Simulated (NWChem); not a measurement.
System: CrNHSF2; SMILES [NH]=[Cr]([F])([F])=[S]

Output (shortened):

```
             Northwest Computational Chemistry Package (NWChem) 7.3.0
             --------------------------------------------------------

                             Geometry "geometry" -> ""
                             -------------------------

 Output coordinates in angstroms (scale by  1.889725989 to convert to a.u.)

  No.       Tag          Charge          X              Y              Z
 ---- ---------------- ---------- -------------- -------------- --------------
    1 Cr                  24.0000     0.02224700    -0.29342300     0.00000000
    2 N                    7.0000     1.47572200    -0.89532700     0.00000000
    3 H                    1.0000     2.48269500    -0.70442800     0.00000000
    4 S                   16.0000     0.20227000     1.66175600     0.00000000
    5 F                    9.0000    -0.77175700    -0.80503800    -1.41085800
    6 F                    9.0000    -0.77175700    -0.80503800     1.41085800

 Effective nuclear repulsion energy (a.u.)     420.3963432054

  pbe96 is a nonlocal functional; adding pw91lda local functional.
                              NWChem Property Module
                              ----------------------

  itol2e modified to match energy
  convergence criterion.

                                 NWChem DFT Module
                                 -----------------

 Summary of "ao basis" -> "ao basis" (spherical)
 ------------------------------------------------------------------------------
       Tag                 Description            Shells   Functions and Types
 ---------------- ------------------------------  ------  ---------------------
 Cr                         cc-pvtz                 20       68   7s6p4d2f1g
 N                          cc-pvtz                 10       30   4s3p2d1f
 H                          cc-pvtz                  6       14   3s2p1d
 S                          cc-pvtz                 12       34   5s4p2d1f
 F                          cc-pvtz                 10       30   4s3p2d1f

  itol2e modified to match energy
  convergence criterion.

            General Information
            -------------------
          SCF calculation type: DFT
          Wavefunction type:  closed shell.
          No. of atoms     :     6
          No. of electrons :    66
           Alpha electrons :    33
            Beta electrons :    33
          Charge           :     0
          Spin multiplicity:     1
          Use of symmetry is: off; symmetry adaption is: off
          Maximum number of iterations: 150
          AO basis - number of functions:   206
                     number of shells:    68
          Convergence on energy requested:  1.00D-07
          Convergence on density requested:  1.00D-05
          Convergence on gradient requested:  5.00D-04

              XC Information
              --------------
          PerdewBurkeErnzerhof Exchange Functional  1.000
            Perdew 1991 LDA Correlation Functional  1.000 local
           PerdewBurkeErnz. Correlation Functional  1.000 non-local

             Grid Information
             ----------------
          Grid used for XC integration:  fine
          Radial quadrature: Mura-Knowles
          Angular quadrature: Lebedev.
          Tag              B.-S. Rad. Rad. Pts. Rad. Cut. Ang. Pts.
          ---              ---------- --------- --------- ---------
          Cr                  1.40      140          10.0       974
          N                   0.65       70          10.0       590
          H                   0.35       60          11.0       590
          S                   1.00      123          11.0       770
          F                   0.50       70          10.0       590
          Grid pruning is: on
          Number of quadrature shells:   533
          Spatial weights used:  Erf1

      Superposition of Atomic Density Guess
      -------------------------------------

 Sum of atomic energies:       -1694.31665129

      Non-variational initial energy
      ------------------------------

[...]

          -----------------------
          Electric field gradient
          -----------------------

 1 a.u. = 0.324123 10**(16) esu/cm**3  ( or statvolts/cm**2 ) = 0.97174 10**(22) v/m**2

 ------------------------------------------------------------
   Atom      X         Y         Z
 ------------------------------------------------------------
    1 Cr   0.04204  -0.55449   0.00000
 ------------------------------------------------------------

 Electric field gradient in molecular frame (a.u.)
         XX             YY             ZZ             XY             XZ             YZ
 ------------------------------------------------------------------------------------------
        0.194544      -0.042677      -0.151867      -0.373745       0.000000       0.000000

 Principal components (a.u.) and orientation
 of principal axis w.r.t. absolute frame                      Asymmetry parameter eta
 --------------------------------------------------------------------------------------
        0.468049      -0.316181      -0.151867                       0.351061

        0.806997       0.590555       0.000002
       -0.590555       0.806997       0.000003
        0.000000      -0.000004       1.000000

 ------------------------------------------------------------
   Atom      X         Y         Z
 ------------------------------------------------------------
    2 N    2.78871  -1.69192   0.00000
 ------------------------------------------------------------

 Electric field gradient in molecular frame (a.u.)
         XX             YY             ZZ             XY             XZ             YZ
 ------------------------------------------------------------------------------------------
       -0.068086       0.145198      -0.077112       0.082857       0.000000      -0.000001

 Principal components (a.u.) and orientation
 of principal axis w.r.t. absolute frame                      Asymmetry parameter eta
 --------------------------------------------------------------------------------------
        0.173603      -0.096491      -0.077112                       0.111630

        0.324295       0.945956       0.000030
        0.945956      -0.324295      -0.000005
       -0.000005      -0.000030       1.000000

 ------------------------------------------------------------
   Atom      X         Y         Z
 ------------------------------------------------------------
    3 H    4.69161  -1.33118   0.00000
 ------------------------------------------------------------

 Electric field gradient in molecular frame (a.u.)
         XX             YY             ZZ             XY             XZ             YZ
 ------------------------------------------------------------------------------------------
       -0.351564       0.167937       0.183627      -0.098119       0.000000      -0.000000

 Principal components (a.u.) and orientation
 of principal axis w.r.t. absolute frame                      Asymmetry parameter eta
 --------------------------------------------------------------------------------------
       -0.369478       0.185851       0.183627                       0.006017

        0.983739      -0.179606      -0.000004
        0.179606       0.983739       0.000019
       -0.000000      -0.000020       1.000000

 ------------------------------------------------------------
   Atom      X         Y         Z
 ------------------------------------------------------------
    4 S    0.38223   3.14026   0.00000
 ------------------------------------------------------------

 Electric field gradient in molecular frame (a.u.)
         XX             YY             ZZ             XY             XZ             YZ
 ------------------------------------------------------------------------------------------
        0.356110       0.134602      -0.490712       0.464536      -0.000003       0.000002

 Principal components (a.u.) and orientation
 of principal axis w.r.t. absolute frame                      Asymmetry parameter eta
 --------------------------------------------------------------------------------------
        0.722912      -0.490712      -0.232200                       0.357598

        0.784831       0.000009      -0.619710
        0.619710      -0.000009       0.784831
       -0.000001       1.000000       0.000013

 ------------------------------------------------------------
   Atom      X         Y         Z
 ------------------------------------------------------------
    5 F   -1.45841  -1.52130  -2.66614
 ------------------------------------------------------------

 Electric field gradient in molecular frame (a.u.)
         XX             YY             ZZ             XY             XZ             YZ
 ------------------------------------------------------------------------------------------
        0.037898       0.354613      -0.392511      -0.582371      -0.572676      -0.224145

 Principal components (a.u.) and orientation
 of principal axis w.r.t. absolute frame                      Asymmetry parameter eta
 --------------------------------------------------------------------------------------
       -0.998992       0.830391       0.168601                       0.662457

        0.600680      -0.662637      -0.447321
        0.375328       0.727744      -0.574036
        0.705913       0.176919       0.685847

 ------------------------------------------------------------
   Atom      X         Y         Z
 ------------------------------------------------------------
    6 F   -1.45841  -1.52130   2.66614
 ------------------------------------------------------------

 Electric field gradient in molecular frame (a.u.)
         XX             YY             ZZ             XY             XZ             YZ
 ------------------------------------------------------------------------------------------
        0.037897       0.354614      -0.392511      -0.582376       0.572676       0.224143

[...]
```

Level: PBE/cc-pVTZ. Geometry: optimised at PBE0/def2-SVP. NWChem prints the field gradient with the sign opposite to the second derivative of the potential.

Task: Which NWChem input produces such a log?

Result: This is not unique; one that fits is the input that was run:
```
start job
memory heap 200 mb stack 900 mb global 1100 mb
geometry units angstroms noautosym nocenter noautoz
  Cr     0.022247    -0.293423     0.000000
  N      1.475722    -0.895327     0.000000
  H      2.482695    -0.704428     0.000000
  S      0.202270     1.661756     0.000000
  F     -0.771757    -0.805038    -1.410858
  F     -0.771757    -0.805038     1.410858
end
basis spherical
  Cr library cc-pvtz
  N library cc-pvtz
  H library cc-pvtz
  S library cc-pvtz
  F library cc-pvtz
end
dft
  xc xpbe96 cpbe96
  iterations 150
  semidirect filesize 400000000
end
property
  efieldgrad
end
task dft property
```
